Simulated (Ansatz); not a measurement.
Sb5⁺, relaxed as a singlet with RKS PBE0-D4/def2-SVP in Ansatz, starting from the GFN1-xTB geometry. Force threshold 0.02 eV/Å.

In the def2 sets Sb takes a core potential; there is no spin–orbit coupling. The restricted singlet is unstable towards broken spin symmetry in Hartree–Fock (as tested in another run); at PBE0-D4/def2-SVP this wasn't settled. Another isomer (singlet) lies 1.86 eV lower at PBE0-D4/def2-TZVP; other spin states weren't run for this one.

Start:

```xyz
5

Sb   -1.204    0.501    0.988
Sb    1.706    0.163    0.240
Sb   -3.325   -0.682   -0.090
Sb    0.227    2.173   -0.739
Sb    2.595   -2.155   -0.399
```

(1) Estimate the energy that the relaxation releases and the steps that it takes.

(2) Does the start keep its bonding and symmetry?

(3) Predict the relaxed structure.

## Answers

(1) 69.5 kcal/mol, in 28 steps; 3.3 min on 4 threads of AMD EPYC 7R43 on a shared host. No frequencies were taken in this run, so the end may be a saddle point.

(2) Bonds lost: Sb1–Sb2 (atoms count from 1). Bonds formed: Sb3–Sb4, Sb4–Sb5 (atoms count from 1).

(3) 
Cartesian coordinates in Å:
```
Sb -1.691 1.018 1.508
Sb 2.372 0.293 0.704
Sb -2.359 -0.749 -0.245
Sb -0.015 0.933 -0.941
Sb 1.693 -1.495 -1.025
```
Bond lengths: 6 × Sb–Sb 2.58 to 2.97 Å.
